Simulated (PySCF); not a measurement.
From computed data to an observable: chemical shift, span and skew from a shielding tensor

B(Cl)2(NH2) (BCl2H2N), SMILES NB(Cl)Cl. Atoms are numbered in the order given.

```xyz
6

B      0.0000     0.0000    -0.3493
Cl     0.0000     1.5254     0.5437
Cl     0.0000    -1.5254     0.5437
N      0.0000     0.0000    -1.7398
H      0.0000    -0.8557    -2.2805
H      0.0000     0.8557    -2.2805
```
Charge 0, spin multiplicity 1.

Geometry optimised at ωB97X-D3(BJ)/def2-SVP. One conformer was computed; it need not be the lowest.

GIAO shieldings from KT2/pcSseg-2 run with PySCF, non-relativistic, no solvent. The symmetric part of the tensor of N4 has the principal values 79.9, 182.2, 215.1 ppm. The same nucleus in NH3 has σ = 261.9 ppm at this level (PySCF, at its B3LYP-D3(BJ)/def2-TZVP geometry). Without spin–orbit terms, shifts of atoms bonded to Cl or Br come out too high.

Problem. Work out the isotropic shielding, the ¹⁵N shift against NH3, the span and the skew.

Solution. 
σ(iso) = (σ11 + σ22 + σ33)/3 = 159.1 ppm. δ = σ(ref) − σ(iso) = 261.9 − (159.1) = 102.8 ppm.
Span Ω = σ33 − σ11 = 135.2 ppm. Skew κ = 3(σ(iso) − σ22)/Ω = -0.51. Tumbling in solution averages the tensor to δ; in a static solid the shielding alone would spread this spin-1/2 line over Ω.
